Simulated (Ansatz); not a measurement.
```xyz
11

C     0.347    0.060    1.045
C     0.443    0.974   -0.209
Si   -0.527   -0.370   -1.103
N    -0.554   -0.962    0.506
H     1.330   -0.337    1.327
H    -0.070    0.576    1.918
H     1.461    1.168   -0.542
H    -0.077    1.924   -0.087
H     0.215   -1.169   -2.126
H    -1.845   -0.038   -1.717
H    -0.723   -1.826    0.987
```

The species carries charge 0 and has multiplicity 1.

(1) List the CAM-B3LYP/def2-TZVPP orbital energies in eV (the Gaussian-basis code of Ansatz). (Best estimate.)

Answers

(1) The calculation gave: Occupied: -1800.83, -390.65, -279.58, -278.29, -145.35, -100.70, -100.66, -100.66, -26.32, -21.55, -18.64, -16.52, -14.66, -14.37, -12.24, -11.74, -11.25, -10.88, -9.56, -8.00. Lowest empty: 1.11, 1.94, 2.88, 3.11, 3.28, 3.52, 3.71, 4.14.
